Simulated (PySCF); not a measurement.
# [C$_{6}$H$_{10}$OP]+, charge +1

Geometry:
```csv
atom,x (Å),y (Å),z (Å)
C1,2.583,0.908,-1.115
C2,1.740,-0.114,-1.090
C3,0.779,-0.318,-0.018
C4,-0.002,-1.278,0.276
O5,-0.719,-2.167,0.740
C6,-2.087,-2.370,0.339
P7,0.613,1.078,1.293
C8,-0.563,2.159,0.381
H9,2.612,1.651,-0.330
H10,3.290,1.026,-1.918
H11,1.733,-0.862,-1.868
H12,-2.158,-3.386,-0.049
H13,-2.703,-2.287,1.235
H14,-2.400,-1.649,-0.417
H15,-0.347,0.412,2.082
H16,-0.061,2.623,-0.468
H17,-1.447,1.628,0.034
H18,-0.873,2.953,1.061
```

Total charge +1.

Theory: PySCF 2.14.0, GIAO PBE/pcSseg-1 magnetisability, rotational g tensor and spin-rotation constants, non-relativistic, gas phase. Geometry: GFN2-xTB.

The bonding changed while the geometry was optimised; results refer to the coordinates, not to the name. For an ion the centre-of-mass motion in the field is neglected.

Give the nuclear spin-rotation constants along the inertial axes (H = +C I·J) beside the isotropic shieldings.

Rotational constants 2.2728, 1.1001, 0.8524 GHz. A star marks the isotopologue with that one atom substituted, in its own axes.
| atom | isotope | Caa (kHz) | Cbb (kHz) | Ccc (kHz) | mean (kHz) | σ (ppm) |
| --- | --- | --- | --- | --- | --- | --- |
| P7 | 31P | 4.325 | 1.604 | 1.258 | 2.396 | 304.2 |
| H9 | 1H | -0.151 | 0.021 | -0.089 | -0.073 | 24.9 |
| H10 | 1H | -0.089 | 0.003 | -0.096 | -0.061 | 24.8 |
| H11 | 1H | -0.189 | 0.029 | -0.083 | -0.081 | 24.9 |
| H12 | 1H | -0.054 | -0.039 | -0.107 | -0.067 | 26.1 |
| H13 | 1H | -0.192 | 0.003 | -0.092 | -0.094 | 26.3 |
| H14 | 1H | -0.189 | -0.147 | 0.011 | -0.108 | 27.0 |
| H15 | 1H | 0.019 | -0.085 | -0.106 | -0.057 | 26.5 |
| H16 | 1H | -0.126 | -0.104 | -0.074 | -0.101 | 29.6 |
| H17 | 1H | -0.072 | -0.135 | -0.074 | -0.094 | 29.8 |
| H18 | 1H | -0.272 | -0.004 | -0.103 | -0.126 | 29.9 |
| C1 | 13C* | 0.895 | 0.479 | 0.146 | 0.507 | 38.7 |
| C2 | 13C* | 0.627 | 0.470 | 0.144 | 0.414 | 67.7 |
| C3 | 13C* | 0.395 | 0.317 | 0.145 | 0.286 | 120.1 |
| C4 | 13C* | 1.063 | 0.422 | 0.399 | 0.628 | -31.2 |
| O5 | 17O* | -0.653 | -0.122 | -0.224 | -0.333 | 122.5 |
| C6 | 13C* | 0.486 | 0.296 | 0.177 | 0.320 | 105.0 |
| C8 | 13C* | 0.341 | 0.146 | 0.107 | 0.198 | 169.3 |

For the geometry as given, no vibrational averaging.

How do the rotational constants and the g tensor change when H9, H10, H11, H12, H13, H14, H15, H16, H17, H18 are replaced by deuterium?

Constants 1.9250, 0.9511, 0.7375 GHz; g -0.0138, 0.0015, 0.0090, against -0.0160, 0.0017, 0.0106 before.
